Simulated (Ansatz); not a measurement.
Geometry optimisation, RKS revPBE-D4/def2-SVP in Ansatz.

Input:

```yaml
crystal:
  periodic: [false, false, false]
  atoms:
    - { symbol: Al, position_ang: [-0.844378, 0.272648, 0.250025] }
    - { symbol: O, position_ang: [2.183932, 1.132459, 0.086948] }
    - { symbol: C, position_ang: [-0.936257, -1.424911, -0.681883] }
    - { symbol: F, position_ang: [-1.395399, 1.727388, -0.378435] }
    - { symbol: H, position_ang: [2.020329, 1.028928, 1.043487] }
    - { symbol: Cl, position_ang: [-0.196877, 0.475587, 2.345732] }
    - { symbol: H, position_ang: [2.036745, 2.090724, -0.041422] }
    - { symbol: H, position_ang: [-0.682449, -1.287745, -1.753604] }
    - { symbol: H, position_ang: [-0.228947, -2.155637, -0.242455] }
    - { symbol: H, position_ang: [-1.956898, -1.859641, -0.628494] }
basis:
  gaussian: { orbitals: def2-SVP }
hamiltonian:
  xc: revpbe
  dispersion: d4
relax:
  f_tol: 0.03
  max_steps: 50
output:
  orbitals: {}
```

Command:

```bash
$ ansatz run input.yaml --threads 2 --pin off --max-ram 3072MiB --backend cpu --events-out ev --progress --plain --runs-dir out
```

Question: Where does it end, and by what steps?

Answer: The run converged. After 9 steps the energy has fallen by 0.816 eV; O2 moved furthest, 0.69 Å. Joined: Al1–O2 (3.15 → 2.03 Å).

| step | energy less start (eV) | largest force component (eV/Å) | accepted |
| --- | --- | --- | --- |
| 0 | 0.0000 | 0.828 | yes |
| 1 | -0.1633 | 0.870 | yes |
| 2 | -0.3655 | 1.022 | yes |
| 3 | -0.6754 | 0.550 | yes |
| 4 | -0.7436 | 1.101 | yes |
| 5 | -0.7921 | 0.496 | yes |
| 6 | -0.8091 | 0.235 | yes |
| 7 | -0.8131 | 0.123 | yes |
| 8 | -0.8147 | 0.051 | yes |
| 9 | -0.8157 | 0.027 | yes |

```xyz
10
Properties=species:S:1:pos:R:3
Al -0.408 0.363 0.291
O 1.539 0.887 0.073
C -0.755 -1.308 -0.649
F -0.954 1.847 -0.347
H 1.808 1.007 1.013
Cl -0.244 0.376 2.456
H 1.516 1.792 -0.306
H -0.553 -1.211 -1.737
H -0.131 -2.138 -0.257
H -1.817 -1.615 -0.537
```

Whether the end is a true minimum wasn't checked by a vibrational analysis.

Run time: 17 s on 2 threads of Intel(R) Xeon(R) Platinum 8488C (Sapphire Rapids) (shared host), peak memory 0.2 GiB.
